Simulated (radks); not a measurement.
Values are calculated unless marked as measured or tabulated.
Q: The technetium ion Tc2+, [Kr] 4d5. Code: a radial shooting solver on a logarithmic mesh with Libxc functionals. Model: non-relativistic Kohn-Sham, exchange-only PBE, spin-polarised, spherical densities, point nucleus. Every spin shell is full or empty, so the densities are truly spherical. Functionals are evaluated on that one density, not self-consistently. Rank these exchange functionals by their error against the exact value of the orbitals, and give that value: LDA, PBEsol, PW91, SOGGA, EV93, APBE, TPSS, Tao-Mo, TASK.

A: Exact: -123.996 hartree. From best to worst, with 100 (|E| - |E exact|)/|E exact| (equal figures are ties): PW91 -0.02, EV93 -0.19, TPSS -0.23, APBE +0.33, Tao-Mo -0.77, TASK -2.32, PBEsol -2.41, SOGGA -2.42, LDA -5.19.
